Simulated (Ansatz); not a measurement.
Saddle point of SiN₂H₉F, singlet (SiNH₅ ([NH2][SiH3]) + NH₃ + HF → SiNH₄F ([NH2][SiH2][F]) + NH₃ + H₂; bonds formed: Si1–F7, H2–H8, H6–N9; bonds broken: Si1–H2, H6–F7, H8–N9), PBE0-D4/def2-TZVP structure:

```
13
angstrom
Si -0.2220 0.1792 0.9769
H 0.9083 -0.3068 -0.0405
H -1.2339 -0.8574 0.5298
H -1.0558 1.0792 1.8521
N 0.8726 -0.2264 2.2532
H -0.5190 0.7258 -1.5345
F -0.5394 1.4248 -0.3164
H 0.3998 -0.5677 -1.4721
N -0.2350 -0.1151 -2.1783
H 0.6744 -0.0003 3.2137
H 1.7006 -0.7841 2.1318
H 0.2694 0.1634 -3.0115
H -1.0200 -0.7144 -2.4043
```

Energies are electronic, without zero-point energy. Barriers and step energies count from the start structure reached by relaxing down the imaginary mode; all methods use the PBE0-D4 structures, on which another method's saddle can fall below an end. Ansatz 0.2.0; basis: def2-TZVPP, with def2-QZVPP for the basis limit; cores frozen in the correlated methods. B3LYP uses VWN-RPA correlation. Extrapolation: Hartree–Fock as exp(−7.88 √X), correlation as X^−2.97.

```csv
method,barrier (kcal/mol),step energy (kcal/mol)
SPW92,6.55,-18.20
PBE-D4,16.06,-21.50
BLYP-D4,?,-24.35
r2SCAN-D4,16.60,-23.91
B97M-V,16.87,-25.07
PBE0-D4,18.24,-21.73
B3LYP-D4,20.63,-24.18
r2SCAN0-D4,18.43,-23.55
BHLYP-D4,?,-24.67
CAM-B3LYP-D4,19.88,-24.01
wB97X-V,20.43,-23.51
wB97M-V,?,-24.15
B2PLYP,21.43,-24.69
PBE-QIDH,19.71,-23.10
RPA on PBE,22.88,-24.01
HF,32.67,-26.78
MP2,20.90,-25.00
CCSD,23.59,-24.12
CCSD(T),21.77,-24.07
```

Fill in the withheld barriers. (To be estimated.)

By the calculation: BHLYP-D4 22.64; wB97M-V 19.40; BLYP-D4 19.46 kcal/mol. Each is the energy of the saddle less that of the start structure, by the same method.

For comparison, the barrier by CCSD(T) at an estimated basis limit (MP2 extrapolated from triple and quadruple zeta, plus CCSD(T) − MP2 in triple zeta) is 20.97 kcal/mol.

T1 diagnostic: at most 0.011. The start structure is not quite a true minimum (one mode of 25i cm⁻¹).

Labels in which every atom is bracketed show which atoms are joined, not bond orders.

For scale, one of the runs: CCSD(T)/def2-TZVPP, 261 basis functions, launched by `ansatz run in.yaml --threads 8 --pin off --events-out ev --progress --plain --max-ram 19148MiB`. The run took 78 s on 8 CPU threads of an Arm Neoverse V2 (shared host), with 6.4 GiB of host memory at its peak.
